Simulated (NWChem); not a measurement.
InH3S3; SMILES [SH][In]([SH])[SH]

```xyz
7

In     0.0148     0.0042     0.0001
S      2.1431    -1.0976     0.0001
H      1.5856    -2.3292    -0.0038
S     -1.9973    -1.3137     0.0002
H     -2.8091    -0.2333    -0.0065
S     -0.0286     2.4046    -0.0002
H     -1.3788     2.4635     0.0057
```
Atoms are numbered in this order, from 1.

All runs: NWChem. The geometry was optimised at PBE0/def2-SVP. Not confirmed as a minimum by frequencies. def2 effective core potentials on In; no spin-orbit coupling. Ions are spin-unrestricted doublets at the neutral geometry; other ion states weren't tried.

Q: Predict the results for PBE/def2-SVP. Quantities: −ε(HOMO) (eV).

A: −ε(HOMO) (eV): 6.16
